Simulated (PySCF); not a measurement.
## ZnS: energy against distance

Set-up: Zn def2-TZVPP, S def2-TZVPP; no relativity (PySCF 2.14). Energies in eV from Zn + S in their ground configurations at the same level. State: ¹Σ⁺ (singlet), closed shell.

All columns are PBE0. A positive dipole means Zn(−)S(+).

```json
{"R (Å)": "1.772", "E (eV)": "-0.376", "μ (D)": "-4.84", "Mulliken charge on Zn (basis-dependent)": "0.54", "HOMO (eV)": "-6.86", "LUMO (eV)": "-3.72", "Mayer bond order": "2.20", "⟨S²⟩": "0.00"}
{"R (Å)": "1.855", "E (eV)": "-0.983", "μ (D)": "-5.08", "Mulliken charge on Zn (basis-dependent)": "0.50", "HOMO (eV)": "-6.73", "LUMO (eV)": "-3.85", "Mayer bond order": "2.14", "⟨S²⟩": "0.00"}
{"R (Å)": "1.937", "E (eV)": "-1.312", "μ (D)": "-5.28", "Mulliken charge on Zn (basis-dependent)": "0.47", "HOMO (eV)": "-6.61", "LUMO (eV)": "-3.98", "Mayer bond order": "2.07", "⟨S²⟩": "0.00"}
{"R (Å)": "1.999", "E (eV)": "-1.425", "μ (D)": "-5.41", "Mulliken charge on Zn (basis-dependent)": "0.46", "HOMO (eV)": "-6.53", "LUMO (eV)": "-4.06", "Mayer bond order": "2.01", "⟨S²⟩": "0.00"}
{"R (Å)": "2.061", "E (eV)": "-1.455", "μ (D)": "-5.52", "Mulliken charge on Zn (basis-dependent)": "0.45", "HOMO (eV)": "-6.46", "LUMO (eV)": "-4.14", "Mayer bond order": "1.95", "⟨S²⟩": "0.00"}
{"R (Å)": "2.123", "E (eV)": "-1.421", "μ (D)": "-5.62", "Mulliken charge on Zn (basis-dependent)": "0.44", "HOMO (eV)": "-6.40", "LUMO (eV)": "-4.21", "Mayer bond order": "1.88", "⟨S²⟩": "0.00"}
{"R (Å)": "2.205", "E (eV)": "-1.305", "μ (D)": "-5.71", "Mulliken charge on Zn (basis-dependent)": "0.44", "HOMO (eV)": "-6.34", "LUMO (eV)": "-4.30", "Mayer bond order": "1.79", "⟨S²⟩": "0.00"}
{"R (Å)": "2.308", "E (eV)": "-1.090", "μ (D)": "-5.78", "Mulliken charge on Zn (basis-dependent)": "0.43", "HOMO (eV)": "-6.28", "LUMO (eV)": "-4.40", "Mayer bond order": "1.67", "⟨S²⟩": "0.00"}
{"R (Å)": "2.432", "E (eV)": "-0.780", "μ (D)": "-5.82", "Mulliken charge on Zn (basis-dependent)": "0.43", "HOMO (eV)": "-6.23", "LUMO (eV)": "-4.50", "Mayer bond order": "1.53", "⟨S²⟩": "0.00"}
{"R (Å)": "2.597", "E (eV)": "-0.349", "μ (D)": "-5.77", "Mulliken charge on Zn (basis-dependent)": "0.41", "HOMO (eV)": "-6.21", "LUMO (eV)": "-4.61", "Mayer bond order": "1.33", "⟨S²⟩": "0.00"}
```

A fit through these points gives, at Re = 2.056 Å, μ = -5.51 D and dμ/dR = -1.67 D/Å; the reduced mass is 21.31 u.

**Question.** How strong is the fundamental in the double-harmonic approximation, I = 42.26·(dμ/dR)²/μred km/mol?

**Answer.** I = 42.26·(-1.67)²/21.31 = 5.53 km/mol at PBE0.
